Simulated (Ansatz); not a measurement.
`CC(F)C[SiH3]` → `C[Si](C)(C)F`  (isomerisation)

Calculated with Ansatz (gas phase, PBE0-D4/def2-TZVP geometries, no zero-point term in ΔE). CBS: MP2 limit from def2 TZ/QZ plus the TZ coupled-cluster correction, frozen cores. Functionals use def2-TZVPP. B3LYP here is the variant with VWN-RPA as its local correlation; programs differ in this. HSE06 is defined as in plane-wave codes. One conformer a species, not always the lowest.

| level | ΔE (kJ/mol) |
| --- | --- |
| PBE0-D4 | -301.9 |
| B3LYP-D4 | -304.0 |
| PBE | -295.1 |
| B3LYP | -302.6 |
| HSE06 | -300.8 |
| HF/def2-TZVPP | -299.1 |
| MP2/def2-QZVPP | -322.1 |
| HF/CBS(def2) | -301.4 |

Problem. What does CCSD(T)/CBS give? (Estimate.)

Solution. Ansatz gave: -310.3 kJ/mol. The listed levels differ from it by 8.4, 6.3, 15.2, 7.7, 9.5, 11.2, -11.8, 8.9 kJ/mol.

Problem. What do rigid-rotor, harmonic-oscillator terms from PBE0-D4/def2-TZVP frequencies (298.15 K, 1 bar) make of the CCSD(T)/CBS value? (An estimate is asked.)

Solution. Ansatz gave: ΔZPE = +6.3 kJ/mol, ΔH = -301.1 kJ/mol, ΔS = 5 J/(mol·K), ΔG = -302.6 kJ/mol.

Largest T1 diagnostic among the species: 0.011.

In def2-TZVPP, CCSD(T) changes the Hartree–Fock value by −4.4 kJ/mol (the triples alone add +1.1 kJ/mol) and MP2 by −18.3 kJ/mol. From PBE to PBE0 (25 % exact exchange), in def2-TZVPP and without D4, ΔE moves by −5.9 kJ/mol. Leaving LDA and LC-ωPBE aside and taking each functional with its dispersion term where it has one, the values, not all of them listed here, spread over 20.4 kJ/mol, from r2SCAN0-D4 to revPBE-D4. LDA lies +6.1 kJ/mol from PBE without D4.

CCSD(T)/CBS has its own doubt, a few kJ/mol and more with outer-core shells, so smaller differences from it don't rank the levels.
